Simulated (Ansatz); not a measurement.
Gas-phase electronic energies from Ansatz, PBE0-D4/def2-TZVP geometries. CBS: MP2 limit from def2 TZ/QZ plus the TZ coupled-cluster correction, frozen cores. This one scheme is used for every species. For Ge, Se outer-core shells are correlated without core-valence functions, which leaves a few kJ/mol of doubt a bond. Scalar relativity is left out up to krypton. Each species was taken in one conformer, which may not be the lowest.

`[SiH3][Se][GeH3]` + `N[SiH3]` → `N[SiH2][Se][SiH3]` + GeH₄  (formal exchange of groups at the Se–Ge bond)

`[SiH3][Se][GeH3]`:

```xyz
9

Si   -0.341    1.650   -0.241
Se    1.340    0.478    0.743
Ge    0.410   -1.639    0.280
H    -0.456    1.305   -1.682
H     0.001    3.085   -0.090
H    -1.643    1.367    0.418
H     0.258   -1.817   -1.238
H     1.394   -2.665    0.852
H    -0.962   -1.764    0.959
```

`N[SiH3]`:

```xyz
7

N    -0.845   -0.575   -0.305
Si    0.452    0.401    0.263
H    -0.844   -1.565   -0.114
H    -1.250   -0.388   -1.208
H     0.661    0.091    1.701
H     1.764    0.212   -0.426
H     0.062    1.824    0.089
```

`N[SiH2][Se][SiH3]`:

Cartesian coordinates in Å:
```
N -0.813 1.720 -0.788
Si -1.374 0.278 -0.060
Se -0.357 -1.686 -0.681
Si 1.530 -1.268 0.512
H 0.044 2.135 -0.459
H -0.912 1.849 -1.783
H -1.194 0.439 1.403
H -2.790 0.068 -0.441
H 2.583 -2.195 0.029
H 1.308 -1.476 1.965
H 1.977 0.136 0.302
```

GeH₄:

Cartesian coordinates in Å:
```
Ge 0.000 0.000 0.000
H -0.938 0.970 0.730
H 0.410 0.604 -1.349
H -0.724 -1.332 -0.235
H 1.251 -0.242 0.854
```

| species | CCSD(T)/CBS(def2) energy (Eh) |
| --- | --- |
| `[SiH3][Se][GeH3]` | -4769.53721 |
| `N[SiH3]` | -346.80422 |
| `N[SiH2][Se][SiH3]` | -3037.85363 |
| GeH₄ | -2078.49493 |

Task: Work out ΔE.

Result: ΔE = (-3037.85363) + (-2078.49493) − (-4769.53721) − (-346.80422) = -0.00713 Eh = -18.7 kJ/mol.

Largest T1 diagnostic among the species: 0.012.

The D4 term adds −4.2 kJ/mol with B3LYP and −2.5 kJ/mol with PBE0; it sums over pairs of atoms, weighted by their polarisabilities, and B3LYP, whose exchange is more repulsive, gets the larger term. In def2-TZVPP, CCSD(T) changes the Hartree–Fock value by −9.7 kJ/mol (the triples alone add −1.7 kJ/mol) and MP2 by −10.3 kJ/mol.

B3LYP here is the variant with VWN-RPA as its local correlation; programs differ in this.
